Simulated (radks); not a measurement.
Problem. La51+, 6 electrons, occupied as [He] 2s2 2p1 3d1 (not the ground configuration). All-electron calculation, scalar-relativistic Kohn-Sham, PBE, spin-polarised, spherical densities, point nucleus; open shells are filled with parallel spins first. Program: a radial shooting solver on a logarithmic mesh with Libxc functionals. Some entries of the table are withheld. Estimate them.

| orbital | occ. | eigenvalue (hartree) | <r> (bohr) | <r^2> (bohr^2) |
|---|---|---|---|---|
| 1s up | 1 | -1606.209 | 0.02498 | 0.0008467 |
| 1s down | 1 | -1605.616 | 0.02497 | 0.0008460 |
| 2s up | 1 | -380.4108 | 0.1025 | 0.01234 |
| 2s down | 1 | -378.9374 | 0.1026 | 0.01235 |
| 2p up | 1 | -361.7821 | 0.08879 | 0.009535 |
| 2p down | 0 | -360.2250 | 0.08884 | 0.009547 |
| 3s up | 0 | -161.5972 | 0.2388 | 0.06492 |
| 3s down | 0 | -160.6152 | 0.2390 | 0.06501 |
| 3p up | 0 | -155.9318 | 0.2282 | 0.06013 |
| 3p down | 0 | -154.9303 | 0.2285 | 0.06024 |
| 3d up | 1 | -151.2861 | (1) | (2) |
| 3d down | 0 | -150.1784 | (3) | (4) |

Solution. 
(1) 3d up <r> (bohr): 0.1964
(2) 3d up <r^2> (bohr^2): 0.04423
(3) 3d down <r> (bohr): 0.1968
(4) 3d down <r^2> (bohr^2): 0.04440
